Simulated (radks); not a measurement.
Values are calculated unless marked as measured or tabulated.
Orbital eigenvalues (eV) of the chlorine ion Cl+, [Ne] 3s2 3p4, of relativity; Dirac values are averaged over j with weights 2j + 1. Spin-unpolarised spherical Kohn-Sham, BLYP, point nucleus unless stated (finite: rms radius 3.3654 fm), a radial shooting solver on a logarithmic mesh with Libxc functionals. A level marked "c x" has the speed of light scaled by that factor and shares open shells by 2j + 1; other Dirac levels either fill j = l - 1/2 first or share by 2j + 1.

| shell | non-rel. |
|---|---|
| 1s | -2755.1 |
| 2s | -263.68 |
| 2p | -204.51 |
| 3s | -31.743 |
| 3p | -19.288 |

Give the values at the level "Dirac, c x 3".

Answer. 
shell  Dirac, c x 3  change of magnitude (%)
1s          -2756.3                    +0.04
2s          -263.86                    +0.07
2p          -204.52                    0.00
3s          -31.763                    +0.06
3p          -19.286                    -0.01
